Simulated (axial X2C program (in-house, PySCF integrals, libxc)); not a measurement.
# Outer orbitals of TeBr at 2.477 Å, PBE0

Calculated with an in-house all-electron X2C program for linear molecules (integrals from PySCF). Spin-free means the one-electron spin-free X2C Hamiltonian; two-component (2c) means X2C with spin–orbit coupling and atomic mean-field two-electron Coulomb and Gaunt terms, so the difference of the two also holds small scalar two-electron terms. Basis: Te dyall-cv3z [11s12p8d4f1g], Br dyall-cv3z [8s9p6d4f1g] (cores contracted in-house); Gaussian nuclei, density fitting, unrestricted open shells. Masses: Te 129.906 u, Br 78.918 u.

The distance is close to the 2c PBE0 minimum; the highest filled and lowest empty levels are listed.

Spin-free orbitals, state M_S = 1/2, Λ = 1 (beyond evenly filled blocks: π+α, π+β, π-α) (Löwdin shares):

```csv
symmetry,occupied,ε (eV),atomic character
σα,yes,-22.80,"82% Br s, 8% Te s, 6% Te p"
σβ,yes,-22.65,"83% Br s, 7% Te s, 6% Te p"
σα,yes,-17.44,"79% Te s, 11% Br p, 8% Br s"
σβ,yes,-16.63,"78% Te s, 13% Br p, 7% Br s"
σα,yes,-10.53,"55% Br p, 34% Te p, 6% Te s"
σβ,yes,-10.36,"55% Br p, 33% Te p, 8% Te s"
π-α,yes,-9.48,"76% Br p, 22% Te p"
π+α,yes,-9.48,"76% Br p, 22% Te p"
π+β,yes,-9.27,"82% Br p, 15% Te p"
π-β,yes,-9.05,"86% Br p, 11% Te p, 2% Te d"
π+α,yes,-7.05,"76% Te p, 21% Br p"
π-α,yes,-7.05,"76% Te p, 21% Br p"
π+β,yes,-6.34,"83% Te p, 15% Br p"
π-β,no,-4.45,"86% Te p, 11% Br p"
σα,no,-2.78,"52% Te p, 25% Br p, 11% Te d"
σβ,no,-2.52,"53% Te p, 23% Br p, 10% Te d"
σα,no,2.26,"74% Te s, 9% Te d, 8% Br s"
```

Spinors with spin–orbit coupling (state Ω = 3/2):

```json
{"ω": "1/2", "occupied": "yes", "ε (eV)": "-22.74", "atomic character": "82% Br s, 8% Te s, 6% Te p", "λ mixture": "100% σ"}
{"ω": "-1/2", "occupied": "yes", "ε (eV)": "-22.60", "atomic character": "83% Br s, 7% Te s, 6% Te p", "λ mixture": "100% σ"}
{"ω": "1/2", "occupied": "yes", "ε (eV)": "-17.40", "atomic character": "79% Te s, 11% Br p, 8% Br s", "λ mixture": "100% σ"}
{"ω": "-1/2", "occupied": "yes", "ε (eV)": "-16.60", "atomic character": "78% Te s, 13% Br p, 7% Br s", "λ mixture": "100% σ"}
{"ω": "1/2", "occupied": "yes", "ε (eV)": "-10.51", "atomic character": "55% Br p, 34% Te p, 6% Te s", "λ mixture": "99% σ, 1% π"}
{"ω": "-1/2", "occupied": "yes", "ε (eV)": "-10.34", "atomic character": "55% Br p, 33% Te p, 8% Te s", "λ mixture": "99% σ, 1% π"}
{"ω": "-1/2", "occupied": "yes", "ε (eV)": "-9.62", "atomic character": "73% Br p, 25% Te p", "λ mixture": "100% π, 0% σ"}
{"ω": "1/2", "occupied": "yes", "ε (eV)": "-9.40", "atomic character": "80% Br p, 17% Te p", "λ mixture": "100% π"}
{"ω": "3/2", "occupied": "yes", "ε (eV)": "-9.26", "atomic character": "76% Br p, 21% Te p", "λ mixture": "100% π"}
{"ω": "-3/2", "occupied": "yes", "ε (eV)": "-8.84", "atomic character": "86% Br p, 11% Te p, 2% Te d", "λ mixture": "100% π"}
{"ω": "-1/2", "occupied": "yes", "ε (eV)": "-7.26", "atomic character": "73% Te p, 25% Br p", "λ mixture": "98% π, 2% σ"}
{"ω": "3/2", "occupied": "yes", "ε (eV)": "-6.75", "atomic character": "77% Te p, 20% Br p", "λ mixture": "100% π"}
{"ω": "1/2", "occupied": "yes", "ε (eV)": "-6.58", "atomic character": "80% Te p, 18% Br p", "λ mixture": "98% π, 2% σ"}
{"ω": "-3/2", "occupied": "no", "ε (eV)": "-4.18", "atomic character": "87% Te p, 11% Br p", "λ mixture": "100% π"}
{"ω": "1/2", "occupied": "no", "ε (eV)": "-2.71", "atomic character": "53% Te p, 24% Br p, 10% Te d", "λ mixture": "99% σ, 1% π"}
{"ω": "-1/2", "occupied": "no", "ε (eV)": "-2.46", "atomic character": "54% Te p, 23% Br p, 10% Te d", "λ mixture": "99% σ, 1% π"}
{"ω": "1/2", "occupied": "no", "ε (eV)": "2.27", "atomic character": "74% Te s, 9% Te d, 8% Br s", "λ mixture": "100% σ"}
```

Q: How does the gap between the highest filled and lowest empty level change from the spin-free to the 2c table?

A: From 1.89 to 2.40 eV at PBE0, a change of 0.51 eV.

Mulliken charges and populations of the two-component result (they depend on the basis, above all on diffuse functions):

Te 0.16 e (s 9.97 p 21.77 d 20.08 f 0.02), Br -0.16 e (s 7.97 p 17.14 d 10.05). ⟨Lz⟩ = 0.99 ħ and ⟨Sz⟩ = 0.51 ħ (0.46 and 0.04 on the two atoms), which add up to Ω.

The state is a single determinant with fixed occupations, the lowest that a limited PBE0 search found. Density functionals use the spin component along the axis (collinear). Without a current term, density functionals place determinants with orbital angular momentum somewhat too high.
